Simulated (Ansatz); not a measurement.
`COC(F)[TeH]` + H–F → `COC(F)F` + H₂Te at 298.15 K and 1 bar (substitution at a C–Te bond).

Computed with Ansatz on PBE0-D4/def2-TZVP structures; ΔE is electronic, products minus reactants. CCSD(T)/CBS adds triple-zeta CCSD(T) − MP2 to the extrapolated MP2 energy (def2 sets, frozen cores). This one scheme is used for every species. Elements past krypton have def2 core potentials. For Te outer-core shells are correlated without core-valence functions, which leaves a few kJ/mol of doubt a bond. Each species was taken in one conformer, which may not be the lowest.

```json
{"species": "`COC(F)[TeH]`", "CCSD(T)/CBS energy (Eh)": "-521.76601", "H − E (kJ/mol)": "201.4", "S (J/(mol·K))": "359.6"}
{"species": "H–F", "CCSD(T)/CBS energy (Eh)": "-100.39570", "H − E (kJ/mol)": "33.5", "S (J/(mol·K))": "173.6"}
{"species": "`COC(F)F`", "CCSD(T)/CBS energy (Eh)": "-353.25678", "H − E (kJ/mol)": "188.9", "S (J/(mol·K))": "308.5"}
{"species": "H₂Te", "CCSD(T)/CBS energy (Eh)": "-268.91024", "H − E (kJ/mol)": "41.3", "S (J/(mol·K))": "228.4"}
```

H − E and S are ideal-gas, rigid-rotor, harmonic terms from PBE0-D4/def2-TZVP, for one conformer and one mirror image of each species. 1 Eh = 2625.50 kJ/mol, R = 8.31446 J/(mol·K).

By hand: ΔE, ΔH, ΔS and ΔG.

ΔE = (-353.25678) + (-268.91024) − (-521.76601) − (-100.39570) = -0.00531 Eh = -13.9 kJ/mol. Δ(H − E) = 188.9 + 41.3 − 201.4 − 33.5 = -4.7, so ΔH = -18.6 kJ/mol. ΔS = 308.5 + 228.4 − 359.6 − 173.6 = 3.7 J/(mol·K). ΔG = -18.6 − 298.15 × (3.7)/1000 = -19.7 kJ/mol.

By hand: the equilibrium constant, and the temperature at which ΔG would vanish if ΔH and ΔS stayed fixed.

log₁₀ K = −ΔG/(RT ln 10) = 3.5. ΔH and −TΔS have one sign here, so there is no such temperature.

The number of gas molecules stays the same, so ΔS is small and ΔH decides. A doubt of 5 kJ/mol in ΔE shifts log₁₀ K by 0.9 here. Other conformers and mirror images would add mixing entropy, several J/(mol·K) or more a flexible species. These are equilibria of isolated gas molecules and say nothing of rates. Largest T1 diagnostic: 0.012 (customary marks: 0.02 for closed shells, 0.045 for open ones).

ΔS is within the doubt of such terms, so its sign, and with it that verdict, could turn.
